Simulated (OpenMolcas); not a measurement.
Pt2+: from CASSCF to CASPT2

```yaml
Program: OpenMolcas
Basis: ANO-RCC-VTZP [8s7p5d3f1g]
Scalar_Hamiltonian: DKH2, point nucleus
Active_space: 8 electrons in 5 orbitals (5d)
State_averaging: 2S+1 = 3 even, 10 roots; 2S+1 = 1 even, 15 roots
Spin-orbit_coupling: state interaction with AMFI integrals over the reference wave functions, term energies averaged over their components
```

Methods on the same reference wave functions:
A. CASSCF
B. SS-CASPT2, IPEA 0.25 Eh, imaginary shift 0.1 Eh (closed shells correlated: 5s 5p)
C. XMS-CASPT2, IPEA 0.25 Eh, imaginary shift 0.1 Eh (closed shells correlated: 5s 5p)

Energies in cm-1 above 5d8 3F4, the measured ground level; measured values from NIST levels as listed in McCann et al., Mon. Not. R. Astron. Soc. 538, 537 (2025).

```json
{"Level": "5d8 3F4", "A": "0.0", "B": "0.0", "C": "0.0", "Measured": "0.0"}
{"Level": "5d8 3F3", "A": "9869", "B": "9990", "C": "9990", "Measured": "9752"}
{"Level": "5d8 3P2 [51 %]", "A": "17561", "B": "15770", "C": "15520", "Measured": ""}
{"Level": "5d8 3P0", "A": "21045", "B": "17110", "C": "16640", "Measured": "14939"}
{"Level": "5d8 3P1", "A": "22858", "B": "19410", "C": "18910", "Measured": "16782"}
{"Level": "5d8 1G4", "A": "25847", "B": "22830", "C": "22730", "Measured": "21331"}
{"Level": "5d8 1S0", "A": "55310", "B": "48610", "C": "48270", "Measured": ""}
```

Deviations, from unrounded energies. A percentage is the sum of absolute deviations over the sum of measured energies, with the sign that they share, or ± where signs differ.

| Against measurement | Levels | A | B | C |
| --- | --- | --- | --- | --- |
| mean absolute deviation (cm-1) | 4 | 4200 | 1600 | 1400 |
| fine structure of the ground term (%) | 1 | +1.2 | +2.4 | +2.4 |
| other terms of the ground configuration (%) | 3 | +31.5 | +11.9 | +9.9 |

C lies closest to measurement on these levels and A furthest from it. The largest miss of C in the table is 5d8 3P1, by +2100 cm-1. The ranking rests on the paired levels alone, and a cruder setting can come out closer through cancelling errors.

Between B and C the level of the table that moves most is 5d8 3P1, by 500 cm-1 (lowest in C, highest in B). Moves below CASPT2's spread within the term are not significant.

The mean deviations of B to C differ by less than CASPT2's widest spread within a term (1000 cm-1), so their order carries little weight.

From A to B the spin-free energies of the other terms of 5d8 shown, above 3F, scale by factors of 0.73 to 0.83, as is usual when dynamic correlation screens the repulsion within a d or f shell.

The lowest spin-free term lies below A's lowest term by 0.435 hartree in B, 0.441 hartree in C.

CASPT2 breaks the degeneracy within a term, and the mean is taken; among the terms shown or strongly mixed into the levels shown the widest spread is 1000 cm-1 (5d8 1G, C). Configurations with an s electron lie low in 5d ions of this charge, fall among these levels and mix in, so low-spin terms can stand far too high, up to twice their true height, and weights are not those of the real levels. Without dynamic correlation excited terms often stand tens of per cent too high (terms of higher spin than the ground term too low), and those without a measured partner can miss by more than the paired ones (holds for A). Some terms miss by over 15 % even with CASPT2, which points to a basis or an active space too small for the shells correlated (holds for B). Measured partners are found by configuration, term and J. A level has none where our copy of the source lacks it or the pairing is in doubt (some pairs that miss far off the trend of their configuration count as doubtful), and it then counts in no deviation. Levels of configurations outside the active space are missing. The table leaves out levels that lie high or whose names do not pair safely across all columns.

A share in square brackets marks a mixed level and gives the weight of the term that names it, the lowest over the columns.
